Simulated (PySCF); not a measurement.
SMILES [SiH3][O][GeH3] (H6GeOSi), PBE0/def2-SVP optimised geometry.

```
9

Ge    -1.90    -0.66     0.00
O     -0.13    -0.66     0.00
Si     1.09    -0.09    -0.96
H     -2.32    -1.39     1.28
H     -2.40     0.80     0.00
H     -2.40    -1.40    -1.26
H      1.03    -0.70    -2.33
H      2.40    -0.44    -0.33
H      1.01     1.40    -1.11
```

Density from PySCF with PBE0/def2-TZVP at that geometry.

Minimum of the electron density along straight lines between bonded atoms, close to the bond critical point (lines longer than 1.1 times the sum of covalent radii, or with two minima, are not listed):

```
bond    length / Å  ρ at the minimum / e bohr⁻³  ∇²ρ there / e bohr⁻⁵  position (fraction from the first atom)
------  ----------  ---------------------------  --------------------  ---------------------------------------
Ge1–O2       1.778                        0.138                  0.66                                     0.47
O2–Si3       1.655                        0.132                  0.81                                     0.59
Ge1–H4       1.534                        0.136                  0.05                                     0.59
Ge1–H5       1.541                        0.134                  0.05                                     0.59
Ge1–H6       1.541                        0.134                  0.05                                     0.59
Si3–H7       1.498                        0.120                  0.14                                     0.49
Si3–H8       1.491                        0.122                  0.14                                     0.49
Si3–H9       1.498                        0.120                  0.14                                     0.49
```
